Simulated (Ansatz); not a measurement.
Basis-set extrapolation for CH2F3Si, SMILES `FC(F)(F)[SiH2]` radical (PBE0-D4/def2-TZVP geometry, frozen core, Ansatz). Multiplicity 2, UHF reference.

```tsv
	def2-TZVPP	def2-QZVPP
HF	-626.395919	-626.419316
MP2 correlation	-1.001548	-1.093102
CCSD(T) correlation	-1.057108	not run
```

Energies in hartree. Use E(X) = E(∞) + A·exp(−7.88·√X) for Hartree–Fock and E(X) = E(∞) + B·X^(−2.97) for correlation, with X = 3 and 4, and add CCSD(T) minus MP2 of the smaller set to the MP2 limit.

**Question.** What is the CCSD(T) energy at the basis-set limit?

**Answer.** HF limit: -626.419316 + (-0.023397) × 0.13774 = -626.42254. MP2 limit: -1.093102 + (-0.091554) × 0.74074 = -1.16092. Higher-order term: -1.057108 − (-1.001548) = -0.05556. Total: -627.63902 hartree, 5.06 eV below CCSD(T)/def2-TZVPP.
